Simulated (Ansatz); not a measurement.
**Cost against result**

Saddle point of SiNH6ClO, singlet (SiNH₄Cl ([NH2][SiH2][Cl]) + H₂O → SiH₃ClO ([OH][SiH2][Cl]) + NH₃ (still joined by a long Si–N bond); bonds formed: Si1–O7, N2–H6; bonds broken: H6–O7; bonds weakened to dative contacts: Si1–N2), PBE0-D4/def2-TZVP structure:

```csv
atom,x (Å),y (Å),z (Å)
Si1,-0.5995,0.1984,-0.5158
N2,0.0310,-0.8113,0.9294
H3,-0.5800,-0.5372,-1.8005
H4,-2.0511,0.1287,-0.1368
Cl5,-0.5792,2.3053,-0.4787
H6,1.1120,-0.3367,0.4492
O7,1.3542,0.2563,-0.5828
H8,-0.3261,-0.5243,1.8319
H9,-0.1077,-1.8105,0.8312
H10,1.7463,1.1313,-0.5270
```

Barriers are electronic and count from the start structure reached by relaxing down the imaginary mode.

Ansatz 0.2.0; basis: as named in each row; cores frozen in the correlated methods. B3LYP uses VWN-RPA correlation. Extrapolation: Hartree–Fock as exp(−7.88 √X), correlation as X^−2.97.

Times are rough, for one single point on 4 threads of a shared host (AMD EPYC 9R45).

The estimate by CCSD(T) at an estimated basis limit (MP2 extrapolated from triple and quadruple zeta, plus CCSD(T) − MP2 in triple zeta) is 28.53 kcal/mol.

```json
{"method": "HF", "basis": "STO-3G", "time (s)": "under 1", "barrier (kcal/mol)": "31.18", "method less estimate": "2.65"}
{"method": "PBE-D4", "basis": "STO-3G", "time (s)": "under 1", "barrier (kcal/mol)": "-12.45", "method less estimate": "-40.99"}
{"method": "SPW92", "basis": "def2-SVP", "time (s)": "under 1", "barrier (kcal/mol)": "9.97", "method less estimate": "-18.57"}
{"method": "PBE-D4", "basis": "def2-SVP", "time (s)": "under 1", "barrier (kcal/mol)": "18.49", "method less estimate": "-10.05"}
{"method": "B3LYP-D4", "basis": "6-31G", "time (s)": "under 1", "barrier (kcal/mol)": "18.72", "method less estimate": "-9.81"}
{"method": "PBE0-D4", "basis": "def2-SVP", "time (s)": "under 1", "barrier (kcal/mol)": "21.98", "method less estimate": "-6.55"}
{"method": "SPW92", "basis": "def2-TZVPP", "time (s)": "under 1", "barrier (kcal/mol)": "13.96", "method less estimate": "-14.57"}
{"method": "BLYP-D4", "basis": "def2-TZVPP", "time (s)": "under 1", "barrier (kcal/mol)": "26.45", "method less estimate": "-2.08"}
{"method": "PBE-D4", "basis": "def2-TZVPP", "time (s)": "under 1", "barrier (kcal/mol)": "22.02", "method less estimate": "-6.52"}
{"method": "B3LYP-D4", "basis": "def2-TZVPP", "time (s)": "under 1", "barrier (kcal/mol)": "28.22", "method less estimate": "-0.31"}
{"method": "BHLYP-D4", "basis": "def2-TZVPP", "time (s)": "under 1", "barrier (kcal/mol)": "31.60", "method less estimate": "3.06"}
{"method": "PBE0-D4", "basis": "def2-TZVPP", "time (s)": "1", "barrier (kcal/mol)": "24.81", "method less estimate": "-3.73"}
{"method": "CCSD(T)", "basis": "def2-SVP", "time (s)": "1", "barrier (kcal/mol)": "28.61", "method less estimate": "0.08"}
{"method": "CAM-B3LYP-D4", "basis": "def2-TZVPP", "time (s)": "1", "barrier (kcal/mol)": "27.87", "method less estimate": "-0.67"}
{"method": "r2SCAN-D4", "basis": "def2-TZVPP", "time (s)": "1", "barrier (kcal/mol)": "24.03", "method less estimate": "-4.50"}
{"method": "wB97M-V", "basis": "def2-SVP", "time (s)": "1", "barrier (kcal/mol)": "23.55", "method less estimate": "-4.99"}
{"method": "r2SCAN0-D4", "basis": "def2-TZVPP", "time (s)": "1", "barrier (kcal/mol)": "26.01", "method less estimate": "-2.53"}
{"method": "RPA on PBE", "basis": "def2-TZVPP", "time (s)": "1", "barrier (kcal/mol)": "27.99", "method less estimate": "-0.54"}
{"method": "B2PLYP", "basis": "def2-TZVPP", "time (s)": "2", "barrier (kcal/mol)": "28.57", "method less estimate": "0.04"}
{"method": "PBE-QIDH", "basis": "def2-TZVPP", "time (s)": "2", "barrier (kcal/mol)": "26.42", "method less estimate": "-2.11"}
{"method": "wB97X-V", "basis": "def2-TZVPP", "time (s)": "2", "barrier (kcal/mol)": "27.34", "method less estimate": "-1.19"}
{"method": "B97M-V", "basis": "def2-TZVPP", "time (s)": "2", "barrier (kcal/mol)": "27.92", "method less estimate": "-0.61"}
{"method": "wB97M-V", "basis": "def2-TZVPP", "time (s)": "2", "barrier (kcal/mol)": "26.90", "method less estimate": "-1.63"}
{"method": "MP2", "basis": "def2-QZVPP", "time (s)": "6", "barrier (kcal/mol)": "27.07", "method less estimate": "-1.47"}
{"method": "CCSD(T)", "basis": "def2-TZVPP", "time (s)": "25", "barrier (kcal/mol)": "28.36", "method less estimate": "-0.17"}
```

All methods are single points on the PBE0-D4 structures; a negative value means that the method puts the saddle structure below the start.

The T1 diagnostic stays at or below 0.011.

The step is the kind of ligand exchange by which a precursor binds to a hydroxyl group, or is hydrolysed, in atomic layer deposition of oxides.

Labels in which every atom is bracketed show which atoms are joined, not bond orders.
